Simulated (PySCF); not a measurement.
# Reading the logs of faulty runs: GeH5N2Si

All numbers below are calculated, not measured. The program is PySCF 2.14.0, an open-source quantum chemistry code, run on an isolated molecule that a program drew, which may never have been made. The molecule is GeH5N2Si (charge 0, doublet), drawn as the SMILES string `N[SiH][N]=[GeH2]`.

Each row is a Hartree-Fock (HF) and frozen-core CCSD(T) single point in the cc-pV(D+d)Z basis, meant for a local HF minimum. Run 1 is clean. Each other run has one planted mistake out of seven kinds, and not every kind appears here: one electron removed, one electron added, multiplicity raised by two, geometry at a saddle point, minimal basis STO-3G, one bond length entered in bohr, all coordinates scaled. The reference is restricted for singlets and unrestricted otherwise, and also for a bond in bohr. Adding or removing an electron swaps singlet and doublet. Electrons count all cores. HOMO and LUMO are orbital energies over both spins, the gradient is its largest component, and the lowest frequency (negative if imaginary) is given only where the gradient is small. Bond lengths are over the 8 bonds as drawn. T1 is the CCSD diagnostic: over 0.02 (restricted) or 0.045 (unrestricted) a single reference is doubtful. Germanium has the cc-pVDZ-PP basis, with a core potential (ECP10MDF) in place of its 10 inner electrons, and its 3s, 3p and 3d shells are frozen in CCSD(T).

Geometry of the clean run:
```xyz
9
GeH5N2Si, angstrom
N    -0.4854    1.8928   -0.4422
Si    0.6282    0.9884    0.4171
N     1.8056    0.1932   -0.2239
Ge    3.2309   -0.8768    0.0427
H    -1.2363    2.3966   -0.0138
H    -0.4615    1.9807   -1.4396
H     0.2640    1.1068    1.8387
H     3.0314   -2.2146   -0.7054
H     4.5094   -0.1932   -0.4933
```

```
run  electrons  basis functions  <S^2>  HOMO (eV)  LUMO (eV)  gradient (hartree/bohr)  lowest frequency (cm^-1)  mean bond (Å)  longest bond (Å)      T1  HF (hartree)  CCSD(T) (hartree)                     mistake
  1         65               99  0.756      -7.51       2.11                  3.8e-05                        77         1.4499             1.802  0.0174    -694.11381         -694.67932                    no fault
  2         64               99  0.000     -15.49      -5.60                  7.6e-02                         -         1.4499             1.802  0.0231    -693.87254         -694.44012        one electron removed
  3         65               99  3.788      -4.59       0.41                  1.1e-01                         -         1.4499             1.802  0.0271    -693.97394         -694.50471  multiplicity raised by two
  4         65               99  0.777      -8.00       1.43                  6.9e-02                         -         1.5832             1.968  0.0235    -694.04318         -694.63613      all coordinates scaled
  5         65               99  1.472      -7.65       0.98                  2.3e-02                         -         1.5611             1.891  0.0612    -693.96063         -694.52767                           ?
  6         66               99  0.000       0.31       7.49                  8.0e-02                         -         1.4499             1.802  0.0180    -694.06734         -694.66385                           ?
```

**Which mistake was planted in run 5, and what did it cost?**

The mean bond changes by a factor of 1.077 and the longest by 1.049, so the molecule wasn't scaled as a whole. A length L in bohr read as angstrom grows by (1/0.5292 - 1) L = 0.890 L. The 8 bonds together grew by 8 x 0.1112 = 0.890 Å, which gives L = 1.000 Å. That is the length of one of the H-N bonds, 1.001 Å in the clean geometry. So the mistake is: one bond length entered in bohr. Subtracting run 1 and multiplying by 627.51 kcal/mol a hartree, the energy moved by 96.1 kcal/mol in HF and 95.2 kcal/mol in CCSD(T).

**Which mistake was planted in run 6, and what did it cost?**

It counts 66 electrons, one more than the clean run, at the same geometry and basis. So the mistake is: one electron added. Subtracting run 1 and multiplying by 627.51 kcal/mol a hartree, the energy moved by 29.2 kcal/mol in HF and 9.7 kcal/mol in CCSD(T).

Cautions from the logs. Run 2: T1 is over the limit, so its CCSD(T) energy is less reliable; run 5: T1 is over the limit, so its CCSD(T) energy is less reliable; run 6: the HOMO is above zero, so the electron isn't bound and the energy depends on the basis.
